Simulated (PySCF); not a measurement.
# F²⁺: excitation energy

F²⁺ [He] 2s2 2p3 (4S) → F²⁺ [He] 2s1 2p3 3s1 (6S), as a difference of total energies. Calculation: PySCF 2.14, in aug-cc-pVTZ with one added diffuse shell each of s, p, d, f type (6s5p4d3f, 62 functions); no relativity, point nucleus. Correlated levels: valence: 1s2 frozen. The calculations carry no spin-orbit coupling.

```
           method  excitation energy (eV)
              UHF                  46.375
    MP2 (valence)                  48.173
SCS-MP2 (valence)                  48.644
   CCSD (valence)                  48.411
CCSD(T) (valence)                  48.440
```

**Question.** How much does correlation contribute at CCSD(T) (valence)?

**Answer.** 48.440 − (46.375) = 2.065 eV, measured against UHF.

The promoted electron is Rydberg-like, and one or two diffuse shells describe it only roughly, which tends to raise the upper state.
